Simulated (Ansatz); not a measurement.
Correlation energies of C4H8O2Si, SMILES `C=C[Si](O)(O)C=C` by basis set

Z-matrix (Å, degrees):
```
Si
C 1 1.852
O 1 1.649 2 104.5
O 1 1.647 2 111.9 3 -120.9
C 1 1.854 2 112.8 3 122.4
C 2 1.331 1 123.5 3 -7.9
H 2 1.089 1 118.3 3 172.3
H 3 0.958 1 117.2 2 163.1
H 4 0.959 1 116.8 2 57.8
C 5 1.331 1 122.8 2 -25.1
H 5 1.090 1 119.0 2 154.7
H 6 1.086 2 121.2 1 0.1
H 6 1.087 2 122.2 1 179.8
H 10 1.087 5 122.4 1 -179.6
H 10 1.087 5 121.5 1 0.7
```

The species carries charge 0 and has multiplicity 1. The geometry is a stationary point of PBE0-D4/def2-TZVP. It is one conformer, not always the lowest. Frozen core, restricted reference, the Gaussian-basis code of Ansatz. CBS rows extrapolate triple and quadruple zeta; past MP2 they add the triple-zeta difference.

```csv
basis,HF (Eh),MP2 corr.,CCSD corr.,(T),CCSD(T) total
def2-TZVPP,?,?,-1.28311,-0.05417,?
def2-QZVPP,-595.03588,?,–,–,–
CBS(def2),?,-1.39503,-1.44007,as TZ,?
```

Question: Fill in the withheld values. (Best estimate.)

Answer: Ansatz gave: def2-TZVPP HF (Eh): -595.01240; def2-TZVPP MP2 corr.: -1.23807; def2-TZVPP CCSD(T) total: -596.34968; def2-QZVPP MP2 corr.: -1.32824; CBS(def2) HF (Eh): -595.03911; CBS(def2) CCSD(T) total: -596.53335.
